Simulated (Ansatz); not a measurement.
Sr4S5⁻. The state is a doublet with charge -1. Geometry r2SCAN-D4/def2-SVP.

```
atom   x (Å)   y (Å)   z (Å)
 Sr1   2.114  -0.872   1.438
 Sr2  -1.748  -0.103   1.138
 Sr3   0.377   1.907  -0.772
 Sr4   0.312  -1.947  -1.695
  S5  -0.094  -2.580   1.015
  S6   2.452  -0.171  -1.276
  S7  -2.406   2.438  -0.118
  S8   0.602   1.321   2.057
  S9  -1.610   0.007  -1.786
```

In the def2 sets Sr takes a core potential; there is no spin–orbit coupling. The structure comes from a short search, and lower isomers may exist.

Estimate the α-spin orbital energies around the gap (eV) in Ansatz with PBE-D4/def2-SVPD, PBE-D4/def2-TZVPD, r2SCAN-D4/def2-TZVPD, r2SCANh-D4/def2-TZVPD, PBE0-D4/def2-SVPD.


```json
{"orbital": "HOMO−9", "PBE-D4/def2-SVPD": "-1.76", "PBE-D4/def2-TZVPD": "-1.72", "r2SCAN-D4/def2-TZVPD": "-1.86", "r2SCANh-D4/def2-TZVPD": "-2.25", "PBE0-D4/def2-SVPD": "-2.75"}
{"orbital": "HOMO−8", "PBE-D4/def2-SVPD": "-1.71", "PBE-D4/def2-TZVPD": "-1.67", "r2SCAN-D4/def2-TZVPD": "-1.82", "r2SCANh-D4/def2-TZVPD": "-2.22", "PBE0-D4/def2-SVPD": "-2.74"}
{"orbital": "HOMO−7", "PBE-D4/def2-SVPD": "-1.66", "PBE-D4/def2-TZVPD": "-1.62", "r2SCAN-D4/def2-TZVPD": "-1.74", "r2SCANh-D4/def2-TZVPD": "-2.09", "PBE0-D4/def2-SVPD": "-2.56"}
{"orbital": "HOMO−6", "PBE-D4/def2-SVPD": "-1.56", "PBE-D4/def2-TZVPD": "-1.52", "r2SCAN-D4/def2-TZVPD": "-1.67", "r2SCANh-D4/def2-TZVPD": "-2.03", "PBE0-D4/def2-SVPD": "-2.54"}
{"orbital": "HOMO−5", "PBE-D4/def2-SVPD": "-1.46", "PBE-D4/def2-TZVPD": "-1.43", "r2SCAN-D4/def2-TZVPD": "-1.60", "r2SCANh-D4/def2-TZVPD": "-2.01", "PBE0-D4/def2-SVPD": "-2.51"}
{"orbital": "HOMO−4", "PBE-D4/def2-SVPD": "-1.46", "PBE-D4/def2-TZVPD": "-1.41", "r2SCAN-D4/def2-TZVPD": "-1.55", "r2SCANh-D4/def2-TZVPD": "-1.91", "PBE0-D4/def2-SVPD": "-2.37"}
{"orbital": "HOMO−3", "PBE-D4/def2-SVPD": "-1.39", "PBE-D4/def2-TZVPD": "-1.36", "r2SCAN-D4/def2-TZVPD": "-1.48", "r2SCANh-D4/def2-TZVPD": "-1.84", "PBE0-D4/def2-SVPD": "-2.30"}
{"orbital": "HOMO−2", "PBE-D4/def2-SVPD": "-1.27", "PBE-D4/def2-TZVPD": "-1.23", "r2SCAN-D4/def2-TZVPD": "-1.37", "r2SCANh-D4/def2-TZVPD": "-1.74", "PBE0-D4/def2-SVPD": "-2.21"}
{"orbital": "HOMO−1", "PBE-D4/def2-SVPD": "-1.08", "PBE-D4/def2-TZVPD": "-1.04", "r2SCAN-D4/def2-TZVPD": "-1.18", "r2SCANh-D4/def2-TZVPD": "-1.57", "PBE0-D4/def2-SVPD": "-2.08"}
{"orbital": "HOMO", "PBE-D4/def2-SVPD": "-0.74", "PBE-D4/def2-TZVPD": "-0.70", "r2SCAN-D4/def2-TZVPD": "-0.90", "r2SCANh-D4/def2-TZVPD": "-1.29", "PBE0-D4/def2-SVPD": "-1.75"}
{"orbital": "LUMO", "PBE-D4/def2-SVPD": "0.93", "PBE-D4/def2-TZVPD": "0.97", "r2SCAN-D4/def2-TZVPD": "1.39", "r2SCANh-D4/def2-TZVPD": "1.52", "PBE0-D4/def2-SVPD": "1.38"}
{"orbital": "LUMO+1", "PBE-D4/def2-SVPD": "1.18", "PBE-D4/def2-TZVPD": "1.24", "r2SCAN-D4/def2-TZVPD": "1.66", "r2SCANh-D4/def2-TZVPD": "1.78", "PBE0-D4/def2-SVPD": "1.59"}
{"orbital": "LUMO+2", "PBE-D4/def2-SVPD": "1.48", "PBE-D4/def2-TZVPD": "1.54", "r2SCAN-D4/def2-TZVPD": "1.99", "r2SCANh-D4/def2-TZVPD": "2.10", "PBE0-D4/def2-SVPD": "1.91"}
{"orbital": "LUMO+3", "PBE-D4/def2-SVPD": "1.64", "PBE-D4/def2-TZVPD": "1.73", "r2SCAN-D4/def2-TZVPD": "2.17", "r2SCANh-D4/def2-TZVPD": "2.27", "PBE0-D4/def2-SVPD": "2.01"}
{"orbital": "LUMO+4", "PBE-D4/def2-SVPD": "2.02", "PBE-D4/def2-TZVPD": "2.13", "r2SCAN-D4/def2-TZVPD": "2.48", "r2SCANh-D4/def2-TZVPD": "2.60", "PBE0-D4/def2-SVPD": "2.39"}
{"orbital": "LUMO+5", "PBE-D4/def2-SVPD": "2.15", "PBE-D4/def2-TZVPD": "2.24", "r2SCAN-D4/def2-TZVPD": "2.60", "r2SCANh-D4/def2-TZVPD": "2.72", "PBE0-D4/def2-SVPD": "2.52"}
{"orbital": "β HOMO", "PBE-D4/def2-SVPD": "-0.89", "PBE-D4/def2-TZVPD": "-0.86", "r2SCAN-D4/def2-TZVPD": "-0.98", "r2SCANh-D4/def2-TZVPD": "-1.36", "PBE0-D4/def2-SVPD": "-1.84"}
{"orbital": "β LUMO", "PBE-D4/def2-SVPD": "0.16", "PBE-D4/def2-TZVPD": "0.21", "r2SCAN-D4/def2-TZVPD": "0.56", "r2SCANh-D4/def2-TZVPD": "0.90", "PBE0-D4/def2-SVPD": "1.10"}
```
